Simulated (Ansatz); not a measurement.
Cartesian coordinates in Å:
```
N 0.146 0.203 1.682
C 0.675 0.529 0.351
Si -0.573 -0.047 -0.937
O 0.082 -0.281 -2.421
O -1.166 -1.449 -0.320
H -0.620 0.820 1.924
H 0.851 0.323 2.399
H 0.971 1.580 0.219
H 1.581 -0.068 0.191
H -1.641 0.956 -1.166
H 0.632 -1.057 -2.539
H -0.938 -1.510 0.619
```

Charge 0, multiplicity 1.

Q: List the PBE/def2-TZVPP orbital energies in eV (the Gaussian-basis code of Ansatz). (Estimate.)

A: Computed: Occupied: -1779.89, -510.16, -509.83, -380.55, -269.32, -137.51, -94.28, -94.25, -94.21, -25.08, -24.50, -22.18, -16.44, -13.76, -12.48, -12.24, -11.32, -10.38, -9.77, -8.94, -8.24, -8.04, -7.48, -6.85, -5.81. Lowest empty: -0.32, 0.11, 0.77, 1.46, 1.68, 1.82, 2.21, 2.61.
